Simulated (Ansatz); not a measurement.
`[CH3][In]([NH2])[NH2]` + `CC(C)F` → `C[CH](C)[In]([NH2])[NH2]` + fluoromethane  (formal exchange of groups at the In–C bond)

Calculated with Ansatz (gas phase, PBE0-D4/def2-TZVP geometries, no zero-point term in ΔE). CCSD(T)/CBS adds triple-zeta CCSD(T) − MP2 to the extrapolated MP2 energy (def2 sets, frozen cores). This one scheme is used for every species. Functionals use def2-TZVPP. HSE06 is defined as in plane-wave codes. def2 core potentials past Kr. For In outer-core shells are correlated without core-valence functions, which leaves a few kJ/mol of doubt a bond. One conformer a species, not always the lowest.

`[CH3][In]([NH2])[NH2]`:

Z-matrix (Å, degrees):
```
C
In 1 2.139
H 1 1.090 2 110.3
H 1 1.090 2 110.3 3 -120.7
H 1 1.091 2 109.9 3 119.7
N 2 2.025 1 123.5 3 146.0
N 2 2.025 1 123.5 3 -23.9
H 6 1.008 2 119.5 1 24.8
H 6 1.009 2 119.5 1 164.1
H 7 1.008 2 119.5 1 -24.8
H 7 1.009 2 119.5 1 -164.2
```

`CC(C)F`:

```xyz
11

C    -0.916   -0.905   -0.017
C     0.371   -0.212   -0.389
C     0.636    1.046    0.400
F     0.310    0.126   -1.742
H    -1.078   -1.778   -0.651
H    -0.881   -1.235    1.023
H    -1.762   -0.224   -0.137
H     1.214   -0.904   -0.289
H    -0.192    1.748    0.285
H     1.553    1.528    0.056
H     0.746    0.811    1.461
```

`C[CH](C)[In]([NH2])[NH2]`:

```xyz
17

C     1.121    1.542   -0.775
C     0.589    0.780    0.432
C    -0.437    1.596    1.205
In   -0.193   -1.163   -0.125
N    -2.001   -1.846    0.490
N     0.762   -2.500   -1.317
H     0.327    1.771   -1.493
H     1.557    2.501   -0.467
H     1.896    0.987   -1.310
H     1.431    0.557    1.097
H    -0.014    2.560    1.515
H    -0.780    1.084    2.108
H    -1.321    1.816    0.599
H    -2.425   -1.457    1.318
H    -2.194   -2.836    0.450
H     0.216   -3.221   -1.764
H     1.464   -2.170   -1.962
```

`CF`:

```xyz
5

C    -0.060    0.001    0.013
F     1.285   -0.023   -0.282
H    -0.251   -0.664    0.858
H    -0.623   -0.336   -0.860
H    -0.351    1.022    0.271
```

```csv
level,ΔE (eV)
PBE-D4,0.55
r2SCANh-D4,0.63
BHLYP-D4,0.59
ωB97M-V,0.62
HSE06,0.62
HF/def2-SVP,0.66
CCSD/def2-SVP,0.55
MP2/def2-QZVPP,0.52
```

Question: What does CCSD(T)/CBS give? (An estimate is asked.)

Answer: Computed: +0.54 eV. The listed levels differ from it by 0.01, 0.09, 0.05, 0.08, 0.08, 0.12, 0.01, -0.02 eV.

Largest T1 diagnostic among the species: 0.013.

In def2-TZVPP, CCSD(T) changes the Hartree–Fock value by −0.13 eV (the triples alone add −0.02 eV) and MP2 by −0.16 eV. Leaving LDA and LC-ωPBE aside and taking each functional with its dispersion term where it has one, the values, not all of them listed here, spread over 0.13 eV, from revPBE-D4 to B97M-V. LDA lies +0.05 eV from PBE without D4. From BLYP to BHLYP (50 % exact exchange), in def2-TZVPP and without D4, ΔE moves by +0.05 eV.
